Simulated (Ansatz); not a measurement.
Ideal-gas functions of Cl$_{2}$F$_{2}$Ga$_{2}$H$_{2}$ (`[Cl][Ga@H-]1[F+][Ga@@H-]([Cl])[F+]1`) at 298.15 K and 1 bar, from an Ansatz frequency run at PBE0-D4/def2-TZVP.

Molar mass 250.36 g/mol, point group C2v (symmetry number 2), electronic degeneracy 1, moments of inertia 266.961, 727.181, 879.564 u Å². Harmonic wavenumbers (cm⁻¹, unscaled): 38, 83, 113, 158, 193, 248, 314, 411, 425, 446, 459, 493, 551, 553, 586, 602, 2092, 2094.

Use S(trans) = R[1.5 ln M + 2.5 ln T − 1.1517]; rotational temperatures θ = 24.2544 K / I; S(rot) = R[ln(√π/σ · √(T³/θAθBθC)) + 1.5]; for each mode x = 1.438777 ν̃/T, S = R[x/(eˣ − 1) − ln(1 − e⁻ˣ)] and H = RT x/(eˣ − 1); 1 cm⁻¹ = 0.0119627 kJ/mol; R = 8.31446 J/(mol·K).

By hand: the entropy, in J/(mol·K).

Translation 177.7. Rotation: θ = 0.0909, 0.0334, 0.0276 K, giving 121.6. Vibration, mode by mode: 22.43, 15.98, 13.46, 10.77, 9.20, 7.30, 5.61, 3.86, 3.66, 3.38, 3.22, 2.83, 2.27, 2.25, 1.98, 1.87, 0.00, 0.00, in all 110.1. Electronic 0.0. Sum 409.4 J/(mol·K).

By hand: H − E and G − E in kJ/mol, counted from the electronic energy.

Zero-point energy ½ × 9859 × 0.0119627 = 59.0; thermal vibration 17.0; translation, rotation and pV give 4 RT = 9.9. H − E = 85.9 kJ/mol, and G − E = 85.9 − 298.15 × 409.4/1000 = -36.2 kJ/mol.

Vibration gives 27 % of the entropy, 51.9 J/(mol·K) of it from the modes under 150 cm⁻¹: soft modes count most, and the harmonic formula is weakest for them.
